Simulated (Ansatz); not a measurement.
Si₂H₅Cl₃, singlet: at the start structure of a reaction step.

Input (in.yaml):

```yaml
crystal:
  periodic: [false, false, false]
  atoms:
    - {symbol: Si, position_ang: [-1.202639, -1.644315, 0.413831]}
    - {symbol: Cl, position_ang: [1.605331, 0.474483, 1.156106]}
    - {symbol: Cl, position_ang: [-0.517856, -1.345953, -1.491110]}
    - {symbol: Cl, position_ang: [-2.871873, -2.821298, 0.351918]}
    - {symbol: H, position_ang: [-1.580549, -0.338857, 0.984848]}
    - {symbol: H, position_ang: [-0.165723, -2.351481, 1.185543]}
    - {symbol: Si, position_ang: [1.242834, 1.783157, -0.394058]}
    - {symbol: H, position_ang: [1.886816, 3.071834, -0.051739]}
    - {symbol: H, position_ang: [1.825277, 1.220144, -1.631220]}
    - {symbol: H, position_ang: [-0.221519, 1.952287, -0.524118]}
basis:
  gaussian: {orbitals: def2-SVP}
hamiltonian: {xc: lda}
```

Command:

```bash
ansatz run in.yaml --threads 8 --pin off --events-out ev --progress --plain --max-ram 19148MiB
```

What Ansatz 0.2.0 printed:

```
Functional definition: SPW92
  name "SPW92"
  cite "Dirac, Proc. Camb. Phil. Soc. 26, 376 (1930) doi:10.1017/S0305004100016108"
  cite "Slater, Phys. Rev. 81, 385 (1951) doi:10.1103/PhysRev.81.385"
  cite "Perdew & Wang, Phys. Rev. B 45, 13244 (1992) doi:10.1103/PhysRevB.45.13244"
  exchange = slater_x
  correlation = pw_c
1267 factors; their error is unknown
mean field evaluation 1: about -53203.9806 eV, gradient 1.8e1 eV
mean field evaluation 2: about -53204.8135 eV, gradient 9.9e0 eV
mean field evaluation 4: about -53205.0985 eV, gradient 7.9e-1 eV
mean field evaluation 8: about -53205.0001 eV, gradient 1.1e-1 eV
mean field evaluation 16: about -53205.0001 eV, gradient 3.0e-5 eV
mean field -53205.00010010 eV, -1955.2476900342 hartree, gradient 3.0e-5 eV, S^2 0.000000; 0 other end points of the search recorded, 0 dependent functions left out
reference -53205.00013597 eV, -1955.2476913524 hartree; 42, 42 occupied and 73, 73 virtual orbitals, 1267 factors
Total energy: -53205.00013597 eV, -1955.2476913524 hartree
```

Hardware: 8 CPU threads of an Arm Neoverse V1, shared host. Wall time 0.4 s; peak host memory 0.63 GiB.
